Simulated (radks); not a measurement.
Neutral hydrogen, configuration 1s1.

Calculated with a radial shooting solver on a logarithmic mesh with Libxc functionals: non-relativistic Kohn-Sham, exchange-only r2SCAN, spin-polarised, spherical densities, point nucleus; open shells are filled with parallel spins first; meta-GGA in the generalised Kohn-Sham scheme.

Energy parts (hartree):
part                energy
total             -0.50017
kinetic            0.50017
electron-nucleus  -0.99998
Hartree            0.31034
exchange          -0.31071

Orbitals (lengths in bohr, moments of r in powers of bohr; r(max) is where P^2 peaks; r(90%) holds 90 % of the orbital's charge):
1s up: occ. 1; eigenvalue (hartree) -0.29494; r(max) 0.9863; <r^2> 3.105; <1/r> 1.0000; r(90%) 2.71

The highest occupied level is 1s up at -8.026 eV. For comparison, the ionisation energy in NIST's Atomic Spectra Database is 13.598 eV (theoretical). In exact Kohn-Sham theory the highest level is minus the ionisation energy, but local and semilocal functionals leave it too shallow, through self-interaction and a potential that decays too fast; potentials with the right tail come closer. The electron density at the nucleus is 0.3262 e/bohr^3. Summed over all electrons, <r^2> = 3.105 bohr^2, which gives a Langevin (diamagnetic) susceptibility term of -2.46 x 10^-6 cm^3/mol. Spin moment in Bohr magnetons: 1. Virial ratio -V/T = 2.00000.
